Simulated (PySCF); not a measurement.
C₈H₁₀OSi, SMILES O=C(C)c1ccc([SiH3])cc1, GFN2-xTB optimised geometry. Atoms within 1.6 Å of the plane z = 0.8 Å (x, y, z in Å): C1 (-2.63, -2.69, 0.10), C2 (-1.12, -2.70, 0.00), O3 (-0.51, -3.74, -0.06), C4 (-0.43, -1.39, 0.00), C5 (-1.10, -0.17, 0.00), C6 (-0.38, 1.01, -0.01), C7 (1.01, 1.02, 0.00), Si8 (2.00, 2.64, 0.02), C9 (1.67, -0.21, 0.00), C10 (0.97, -1.39, 0.00), H11 (-3.05, -2.19, -0.77), H12 (-3.00, -3.71, 0.14), H13 (-2.94, -2.16, 1.00), H14 (-2.17, -0.13, -0.01), H15 (-0.91, 1.95, -0.01), H16 (1.09, 3.74, -0.28), H18 (2.59, 2.81, 1.35), H19 (2.75, -0.23, 0.00), H20 (1.48, -2.34, 0.00).

Method: PBE/def2-SVP in PySCF.

Map of the deformation density (molecule minus spherical neutral atoms) (e/bohr³) on the plane z = 0.8 Å:

```
|...............................|
|...............................|
|...............................|
|...............................|
|...............................|
|...............................|
|...............................|
|....................:=-........|
|.................. .-*=:.......|
|.................. .:=-........|
|...............................|
|...............................|
|.............. ................|
|................. .............|
|.............:.   .............|
|............ ..   .  ..........|
|............ ..   .. ..........|
|.............:.  ..............|
|........... ..... .............|
|..........   . ..  ............|
|.......-*:.  .. ...............|
|.......+@=.     ...............|
|.......:-..    ................|
|.........    ..................|
|..........  ...................|
|...............................|
|...............................|
|...............................|
|...............................|
|...............................|
|...............................|
```
Scale: ten equal steps from -0.020 (start of ' ') to 0.086 (end of '@'), in the order ' .:-=+*#%@'; x runs from -6.00 to 6.00, y from -6.00 (bottom) to 6.00 (top).
